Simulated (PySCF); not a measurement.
Delta-valerolactone, C₅H₈O₂.
SMILES with atom numbers: `[O:1]=[C:2]1[CH2:3][CH2:4][CH2:5][CH2:6][O:7]1` (hydrogens: H8, H9 on C3; H10, H11 on C4; H12, H13 on C5; H14, H15 on C6)

Cartesian coordinates in Å at the PBE0-D3(BJ)/def2-SVP level; atoms count from 1:
```
atom  x, y, z in Å
O1     2.201    1.189    0.868
C2     1.135    0.698    0.626
C3     0.988   -0.730    0.138
C4    -0.338   -1.063   -0.528
C5    -1.465   -0.476    0.303
C6    -1.275    1.020    0.414
O7     0.015    1.405    0.871
H8     1.123   -1.352    1.041
H9     1.858   -0.936   -0.501
H10   -0.444   -2.152   -0.645
H11   -0.370   -0.633   -1.544
H12   -2.451   -0.676   -0.145
H13   -1.471   -0.931    1.309
H14   -1.442    1.495   -0.570
H15   -1.986    1.470    1.121
```

Computed with PySCF at CAM-B3LYP/def2-SVPD, non-relativistic, on one gas-phase PBE0-D3(BJ)/def2-SVP geometry that isn't relaxed in the solvent. The solvent is an IEF-PCM continuum (cavity from Bondi-type radii × 1.2), and excitations are vertical TDDFT with non-equilibrium linear response and a frozen core. Specific hydrogen bonds and non-electrostatic terms are outside this model.

Gas-phase singlets (H = HOMO, L = LUMO):

| state | E (eV) | λ (nm) | f | leading configuration |
| --- | --- | --- | --- | --- |
| S1 | 5.660 | 219 | 0.001 | H→L+1 45% |
| S2 | 7.563 | 164 | 0.036 | H-1→L 29% |
| S3 | 7.720 | 161 | 0.082 | H-1→L 40% |
| S4 | 8.037 | 154 | 0.007 | H-2→L 47% |
| S5 | 8.349 | 148 | 0.040 | H-1→L+1 59% |

**Question.** What are the lowest 5 singlets in dichloromethane (ε = 8.93)?

**Answer.** 
```
state  E (eV)  λ (nm)      f  leading configuration  change by rank (eV)
   S1   5.885     211  0.001                H→L 68%               +0.225
   S2   7.575     164  0.131              H-1→L 70%               +0.012
   S3   7.884     157  0.057              H→L+1 46%               +0.164
   S4   7.940     156  0.019              H-2→L 57%               -0.097
   S5   8.408     147  0.035            H-1→L+1 80%               +0.059
```

**Question.** What are the lowest 5 singlets in dimethylsulfoxide (ε = 46.83)?

**Answer.** 
```
state  E (eV)  λ (nm)      f  leading configuration  change by rank (eV)
   S1   5.921     209  0.001                H→L 70%               +0.261
   S2   7.564     164  0.137              H-1→L 71%               +0.001
   S3   7.888     157  0.060              H→L+1 38%               +0.168
   S4   7.923     156  0.020              H-2→L 48%               -0.114
   S5   8.399     148  0.032            H-1→L+1 82%               +0.050
```

**Question.** The ground-state energy changes by -0.388 eV from gas to dimethylsulfoxide. By how much does the total energy of gas-phase S5 change?

**Answer.** E(S5) = E(S0) + excitation energy, so it changes by -0.388 + 0.050 = -0.338 eV: it is lowered less than the ground state, which is what a blue shift means. This is the vertical state, with the slow part of the continuum still set for S0.

**Question.** How do the frontier levels move from gas to dimethylsulfoxide?

**Answer.** 
| orbital | gas (eV) | solvent (eV) | change (eV) |
| --- | --- | --- | --- |
| LUMO+2 | 1.72 | 2.01 | +0.29 |
| LUMO+1 | 1.46 | 1.53 | +0.07 |
| LUMO | 0.86 | 1.02 | +0.16 |
| HOMO | -9.24 | -9.52 | -0.28 |
| HOMO-1 | -9.94 | -10.00 | -0.06 |
| HOMO-2 | -10.85 | -10.74 | +0.11 |
| HOMO-3 | -11.52 | -11.06 | +0.46 |

The HOMO–LUMO gap goes from 10.09 to 10.54 eV. Rows go by rank; for LUMO, LUMO+1 and LUMO+2 the atom shares or the degeneracy differ between the runs, so the row needn't follow one orbital.
